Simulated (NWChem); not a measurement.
A series in which one site is exchanged, each optimised at PBE0/def2-SVP with NWChem, gas phase unless a solvent is named. Low-valent species are run as closed-shell singlets; no triplet was tried in these runs. This build's default masses of Se (78.918 u) and Br (79.917 u) are each other's, which moves their modes by up to 0.6 %. Some are not confirmed as minima by frequencies. def2 effective core potentials on I; no spin-orbit coupling.

A: [Cl][Ge][I] (GeICl; site = I)
B: [Cl][Ge][Br] (GeBrCl; site = Br)
C: [Cl][Ge][Cl] (GeCl$_{2}$; site = Cl)
D: [GeH][Cl] (GeHCl; site = H)

```tsv
quantity	A	B	C	D
orbital gap (eV), PBE0/def2-SVP	[?]	4.75	5.01	4.07
static polarisability, PBE/def2-SVPD (bohr³)	[?]	72.2	62.8	49.9
lowest singlet excitation, PBE/def2-SVPD, TDA (eV)	[?]	3.35	3.79	2.65
```

### Question
Complete the blanks.

### Answer

- orbital gap (eV), PBE0/def2-SVP, A: 4.30
- static polarisability, PBE/def2-SVPD (bohr³), A: 88.6
- lowest singlet excitation, PBE/def2-SVPD, TDA (eV), A: 2.74
